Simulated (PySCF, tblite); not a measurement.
Isomers of C3H5ClF2O2S. Method: GFN2-xTB as coded in tblite; computed harmonic values from a numerical Hessian at the method's own geometry, unscaled. This tight-binding method is rough: wavenumbers can miss measured ones by several per cent, in bad cases by 10 to 20. One conformer each.

Electronic energies: PBE0/pcSseg-1 single points on the GFN2-xTB geometries (PySCF, gas phase).

```
                       SMILES  electronic energy, lowest = 0 (kJ/mol)
C[C@@H](F)[C@H](F)S(=O)(=O)Cl                                    52.8
         CCC(F)(F)S(=O)(=O)Cl                                    16.5
     C[C@H](C(F)F)S(=O)(=O)Cl                                     0.0
      C[C@](F)(CF)S(=O)(=O)Cl                                    38.7
```

Question: How do GFN2-xTB zero-point energies change the relative energies?

Answer: 
| SMILES | ZPE (kJ/mol) | of it from modes above 1550 cm⁻¹ | electronic (kJ/mol) | with ZPE, lowest = 0 (kJ/mol) | lowest mode (cm⁻¹) | rings |
| --- | --- | --- | --- | --- | --- | --- |
| C[C@H](C(F)F)S(=O)(=O)Cl | 227.5 | 90.0 | 0.0 | 0.0 | 39 | 0 |
| CCC(F)(F)S(=O)(=O)Cl | 227.5 | 90.5 | 16.5 | 16.5 | 45 | 0 |
| C[C@](F)(CF)S(=O)(=O)Cl | 225.5 | 89.8 | 38.7 | 36.7 | 34 | 0 |
| C[C@@H](F)[C@H](F)S(=O)(=O)Cl | 227.1 | 90.2 | 52.8 | 52.4 | 39 | 0 |

The zero-point energies span 2.0 kJ/mol, from `C[C@](F)(CF)S(=O)(=O)Cl` to `C[C@H](C(F)F)S(=O)(=O)Cl`. The order is unchanged.

Question: And how do the electronic energies of GFN2-xTB itself compare?

Answer: `C[C@H](C(F)F)S(=O)(=O)Cl` 0.0; `CCC(F)(F)S(=O)(=O)Cl` 15.8; `C[C@](F)(CF)S(=O)(=O)Cl` 12.7; `C[C@@H](F)[C@H](F)S(=O)(=O)Cl` 35.3 kJ/mol, lowest = 0. Against the energies above, taken from the same isomer `C[C@H](C(F)F)S(=O)(=O)Cl`, the largest difference is 26.0 kJ/mol.

Question: What do entropy and thermal enthalpy add at 298.15 K and 1 bar (rigid rotor, harmonic oscillator, one conformer each)?

Answer: 
```csv
SMILES,point group,symmetry number,S (J/(mol K)),H − H(0) (kJ/mol),ZPE + H − H(0) − TS (kJ/mol)
C[C@H](C(F)F)S(=O)(=O)Cl,C1,1,425.7,29.58,130.2
CCC(F)(F)S(=O)(=O)Cl,C1,1,424.9,30.00,130.8
C[C@](F)(CF)S(=O)(=O)Cl,C1,1,431.0,30.48,127.5
C[C@@H](F)[C@H](F)S(=O)(=O)Cl,C1,1,425.2,29.64,130.0
```
